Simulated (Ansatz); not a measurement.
Input for Ansatz (a program for electronic structure): U-PBE0/def2-TZVPP on H2Sn (SMILES [SnH2]), 2S+1 = 3, a spin state set in the input, which need not be the lowest, at the other state's geometry. Elements past Kr take the def2 small-core potentials; no spin–orbit coupling.

Ansatz 0.2 input:
```yaml
crystal:
  periodic: [false, false, false]
  atoms:
    - {symbol: Sn, position_ang: [-0.00013209, 0.04818934, 0.00000000]}
    - {symbol: H, position_ang: [-1.26196203, -1.20820154, 0.00000000]}
    - {symbol: H, position_ang: [1.26856631, -1.20126543, 0.00000000]}
basis:
  gaussian:
    orbitals: def2-TZVPP
hamiltonian:
  xc: {name: PBE0}
magnetization: {spin_polarized: true, initial_magnetization: 2}
```

Task: What total energy does the run end on?

Result: -215.4045 hartree.
